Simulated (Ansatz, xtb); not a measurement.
**Ge2H6Si: where a starting geometry ends**

The starting geometry of this gas-phase singlet was built from a drawn formula by distance geometry and a force field; its bonds are those of `[SiH2]1[GeH2][GeH2]1`.

```xyz
9

Ge   -0.5168    2.8043   -0.8202
Ge   -0.8333    0.4599   -0.5197
Si    0.9545    1.5322    0.4422
H     0.8450    1.6908    1.8388
H     2.2329    1.2635   -0.3555
H    -1.5178    3.6747    0.0483
H    -0.0773    3.2212   -2.2335
H    -0.5147   -0.3560   -1.8052
H    -1.9959    0.1439    0.4578
```

Question: Predict what becomes of its bonds when it is optimised with r2SCAN-D4/def2-SVP.

Answer: It keeps its bonds, and is `[SiH2]1[GeH2][GeH2]1`.

The energy falls by 0.38 eV over 5 steps:

```
step  E − E(last) (eV)
   1             0.385
   2             0.014
   3             0.002
   4             0.000
   5             0.000
```

Final geometry (Å):

```yaml
atoms:
  - { symbol: Ge, position_ang: [-0.5626, 2.8362, -0.8328] }
  - { symbol: Ge, position_ang: [-0.8912, 0.4424, -0.5553] }
  - { symbol: Si, position_ang: [0.9928, 1.5321, 0.4161] }
  - { symbol: H, position_ang: [1.0424, 1.6980, 1.8976] }
  - { symbol: H, position_ang: [2.3354, 1.2776, -0.1818] }
  - { symbol: H, position_ang: [-1.5000, 3.7846, -0.0801] }
  - { symbol: H, position_ang: [-0.1452, 3.3660, -2.2075] }
  - { symbol: H, position_ang: [-0.6702, -0.4730, -1.7627] }
  - { symbol: H, position_ang: [-2.0247, -0.0296, 0.3596] }
```

From the same start GFN2-xTB ends elsewhere, differing in Ge1–Ge2 (3.01 against 2.43 Å here).

The end wasn't checked by frequencies. Run with Ansatz 0.2.0, 7.5 s on 2 threads of Intel(R) Xeon(R) 6975P-C (Granite Rapids), with other jobs on the host.
